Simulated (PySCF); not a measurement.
Ionisation energy of Ti by level of theory

Ti [Ar] 3d2 4s2 (3F) → Ti⁺ [Ar] 3d2 4s1 (4F), as a difference of total energies. Calculation: PySCF 2.14, in cc-pVTZ-DK (7s6p4d2f1g, 68 functions); the spin-free X2C one-electron Hamiltonian (Gaussian nucleus). Correlated levels: valence: [Ar] frozen. The calculations carry no spin-orbit coupling.

Task: Order these methods by the ionisation energy they give, lowest first.
A. SCS-MP2 (valence)
B. M06-2X
C. UHF
D. PBE0

Result: C (5.557 eV), A (6.515 eV), D (6.570 eV), B (7.171 eV).

Errors of the correlated levels include the incompleteness of this basis and the frozen core.

MP2 underrates the near-degeneracy of ns² with np² in the lower species.

For comparison: 6.828 eV (measured; NIST levels, between the centres of gravity of the two terms).
